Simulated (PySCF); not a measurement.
# Working out the ionisation energy of Tb

Tb [Xe] 4f9 6s2 (high-spin determinant) → Tb+ [Xe] 4f9 6s1 (high-spin determinant). All numbers are calculated (PySCF 2.14, the spin-free X2C one-electron Hamiltonian (Gaussian nucleus), in cc-pVDZ-X2C (8s7p5d3f1g, 84 functions)). Frozen: [Kr] 4d10. Energies in hartree (1 hartree = 27.21139 eV):

```json
{"part": "UHF", "Tb (lower)": "-11704.089749", "Tb+ (upper)": "-11703.913584"}
{"part": "CCSD correlation", "Tb (lower)": "-0.589336", "Tb+ (upper)": "-0.556622"}
{"part": "(T)", "Tb (lower)": "-0.024786", "Tb+ (upper)": "-0.021192"}
```

Q: What does Hartree-Fock give?

A: (-11703.913584) − (-11704.089749) = 0.176165 hartree = 4.794 eV.

Q: What do CCSD and CCSD(T) give?

A: The CCSD correlation energies differ by 0.032714 hartree = 0.890 eV and the triples by 0.003594 hartree = 0.098 eV, so CCSD gives 5.684 eV and CCSD(T) 5.782 eV.

A first-order spin-orbit estimate adds 0.000 eV to CCSD(T) (valence), giving 5.782 eV against 5.864 eV (measured; NIST Atomic Spectra Database, ionization energies).

One determinant mixes LS terms, so it does not stand for a single term.

A double-zeta basis recovers only part of the correlation energy.

What remains against the reference includes basis incompleteness, the frozen core and higher excitations.
